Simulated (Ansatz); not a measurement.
`C[O][Al]([OH])[F]`. Total charge 0; spin multiplicity 1.

Z-matrix (Å, degrees):
```
C
O 1 1.400
H 1 1.096 2 112.5
H 1 1.094 2 109.8 3 -120.7
H 1 1.094 2 109.8 3 120.7
Al 2 1.668 1 135.0 3 0.0
F 6 1.642 2 118.5 1 180.0
O 6 1.684 2 120.7 1 -0.0
H 8 0.955 6 123.6 2 180.0
```

Problem. What are the harmonic wavenumbers in cm⁻¹ at PBE0-D4/def2-TZVP (Ansatz, finite differences of forces, unscaled)? (Estimate.)

Solution. Computed: 75, 92, 104, 228, 279, 293, 346, 631, 641, 884, 934, 1183, 1192, 1240, 1488, 1496, 1502, 3016, 3083, 3090, 3968.

Problem. Is this a minimum?

Solution. Yes, all 21 modes are real.

Problem. Give the ideal-gas thermochemistry at 298.15 K and 1 bar (rigid rotor, harmonic oscillator; point group Cs, symmetry number 1).

Solution. Zero-point energy 154.1 kJ/mol; H(298) − E = 175.8 kJ/mol; entropy 353.5 J/(mol·K), of which translation 165.5, rotation 111.5, vibration 76.5; G(298) − E = 70.4 kJ/mol. Modes under 100 cm⁻¹ are hindered rotations or soft bends, so the harmonic entropy is rough.
